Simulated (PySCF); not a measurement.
Electric field gradients and quadrupole coupling constants

CH₂BF₃NP.
Geometry (PBE0-D3(BJ)/def2-SVP, Å), atoms numbered from 1 in this order:
```xyz
9
CH2BF3NP angstrom
N      2.5837   -1.0843    0.6171
C      1.7582   -0.3674    0.2319
B      0.6417    0.5885   -0.2865
P     -1.0193   -0.1825    0.0664
F     -1.4566   -0.4074    1.5499
F     -2.2196    0.6618   -0.4695
F     -1.3379   -1.5840   -0.5461
H      0.5722    0.7077   -1.4970
H      0.5355    1.6502    0.2999
```

Field gradients from the PBE0/pcSseg-1 density (PySCF, non-relativistic), principal values in atomic units, ordered |Vxx| ≤ |Vyy| ≤ |Vzz|:

```
atom      Vxx      Vyy      Vzz
  N1   0.4649   0.5796  -1.0445
  B3  -0.0532  -0.1307   0.1839
```

Find the asymmetry η = (Vxx − Vyy)/Vzz and the couplings χ = eQV/h (234.96 MHz × Q in barn × V in au), with Q(14N) = 0.02044 b, Q(11B) = 0.04059 b.

```json
{"atom": "N1", "environment": "cyano nitrogen", "nucleus": "14N", "η": "0.11", "χzz (MHz)": "-5.02", "χxx (MHz)": "2.23", "χyy (MHz)": "2.78"}
{"atom": "B3", "environment": "four-coordinate boron", "nucleus": "11B", "η": "0.42", "χzz (MHz)": "1.753", "χxx (MHz)": "-0.507", "χyy (MHz)": "-1.247"}
```

What is Vzz at N1 in SI units (1 au = 9.71736 × 10²¹ V/m²)?

-1.0445 au = -10.150 × 10²¹ V/m².

And the gradient at the other heavy atoms, for which no coupling is worked out here?

```csv
atom,environment,Vzz (au),η
C2,cyano carbon,-0.459,0.01
P4,phosphorus bonded to B and 3 F,-1.602,0.05
F5,phosphorus-bound fluorine,1.962,0.09
F6,phosphorus-bound fluorine,1.969,0.08
F7,phosphorus-bound fluorine,1.962,0.09
```

What couplings would deuterons (Q(2H) = 0.00286 b) have in place of the hydrogens, at this geometry?

| atom | bonded to | bond length (Å) | Vzz (au) | η | χzz (kHz) |
| --- | --- | --- | --- | --- | --- |
| H8 | B3 | 1.218 | 0.1918 | 0.10 | 129 |
| H9 | B3 | 1.218 | 0.1928 | 0.10 | 130 |

Geometry: PBE0-D3(BJ)/def2-SVP; no solvent, vibrations or thermal averaging. The basis is small and wasn't made for field gradients, so the couplings can be 20 % off.
